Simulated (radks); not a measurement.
The numbers below are computed, except where a source is named.
Spherical quantum dot in the effective-mass picture: electrons in a well V = -V0 / (1 + exp((r - R)/a)) with V0 = 31.6, R = 2.13, a = 0.11, all in effective atomic units (hartree* = m*/eps^2 hartree, bohr* = eps/m* bohr), one dielectric constant everywhere. Level of theory: non-relativistic Kohn-Sham, PBEsol, spin-polarised, spherical densities (a radial shooting solver with Libxc functionals). Levels are named by radial order and angular momentum (1s, 1p, 1d, 2s, ...), and open shells are averaged over m. Results are scaled to m* = 0.034 and eps = 16, for which hartree* = 3.614 meV and bohr* = 24.9 nm.

N = 9, configuration 1s2 1p6 1d(up 1, down 0). This is the lowest configuration that the search found. Occupied and some empty levels:

| level | occupation | eigenvalue (meV) | <r> (nm) |
|---|---|---|---|
| 1s up | 1 | -89.292 | 29.91 |
| 1s down | 1 | -89.165 | 29.80 |
| 1p up | 3 | -86.099 | 33.37 |
| 1p down | 3 | -85.946 | 33.32 |
| 1d up | 1 | -81.528 | 35.73 |
| 1d down | 0 | -81.360 | 35.71 |
| 2s up | 0 | -77.194 | 25.89 |
| 2s down | 0 | -77.119 | 25.93 |
| 1f up | 0 | -75.788 | 37.54 |
| 1f down | 0 | -75.612 | 37.53 |
| 2p up | 0 | -69.778 | 29.28 |
| 2p down | 0 | -69.685 | 29.29 |

Energy (meV): total -870.495, kinetic 61.013, external -1012.6, Hartree 100.18, exchange-correlation -19.111.
